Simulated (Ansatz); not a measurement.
Energy difference R1 + R2 → P1 + P2, each structure at its B3LYP-D3(BJ)/def2-TZVP stationary point, reached from a drawn start (curvature not checked).
P1, CH4O (SMILES CO) (charge 0, multiplicity 1):
```
atom    x (Å)    y (Å)    z (Å)
----  -------  -------  -------
C     -0.1421   0.3337   0.0000
O     -0.1322  -1.0869   0.0000
H     -1.1869   0.6411   0.0000
H      0.7811  -1.3893   0.0000
H      0.3401   0.7508   0.8912
H      0.3401   0.7508  -0.8912
```
R1: CH4 (SMILES C), charge 0, multiplicity 1.
P2: H2 (SMILES [H][H]), charge 0, multiplicity 1.
R2, H2O (SMILES O) (charge 0, multiplicity 1):
```xyz
3

O      0.00000     0.00000     0.38961
H      0.00000     0.76499    -0.19486
H      0.00000    -0.76499    -0.19486
```

P less R. No zero-point or thermal terms.

Correlated levels freeze the cores.

The values were computed with Ansatz (Gaussian orbitals). All values are computed, each at the level named.

Total energies in hartree:

```
structure  PBE/def2-TZVPP  B3LYP/def2-TZVPP  CCSD(T)/cc-pVQZ
---------  --------------  ----------------  ---------------
P1            -115.632091       -115.778599      -115.588884
R1             -40.464286        -40.539117       -40.450883
P2              -1.166122         -1.180004        -1.173794
R2             -76.380147        -76.466662       -76.359711
```

Problem. Work out the reaction energy at each level in eV (1 hartree = 27.21139 eV), and say how far PBE/def2-TZVPP lies from CCSD(T)/cc-pVQZ.

Solution. 
- PBE/def2-TZVPP: (-115.632091) + (-1.166122) − (-40.464286) − (-76.380147) = 0.046220 hartree = 1.258 eV
- B3LYP/def2-TZVPP: (-115.778599) + (-1.180004) − (-40.539117) − (-76.466662) = 0.047176 hartree = 1.284 eV
- CCSD(T)/cc-pVQZ: (-115.588884) + (-1.173794) − (-40.450883) − (-76.359711) = 0.047916 hartree = 1.304 eV
PBE/def2-TZVPP less CCSD(T)/cc-pVQZ: -0.046 eV. CCSD(T)/cc-pVQZ is the level counted from, the highest shown, and no exact or measured value.

Ansatz is a first-principles code.
